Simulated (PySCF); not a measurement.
AsH5, SMILES [AsH5].

The structure is a stationary point at PBE0-D3(BJ)/def2-TZVP.

The numbers are results of PBE/def2-TZVPD (PySCF), not measurements.

Symmetry labels are those of the subgroup C2v that the program uses (full group D3h).

Computed valence orbital energies around the gap with their symmetry:
```
orbital  symmetry  energy (eV)
-------  --------  -----------
HOMO−7         B2       -41.99
HOMO−6         A2       -41.99
HOMO−5         A1       -41.98
HOMO−4         A1       -16.87
HOMO−3         A1       -10.14
HOMO−2         B1       -10.14
HOMO−1         B2        -9.61
HOMO           A1        -4.99
LUMO           A1        -1.50
LUMO+1         B1        -0.28
LUMO+2         A1        -0.28
LUMO+3         B2         1.62
```
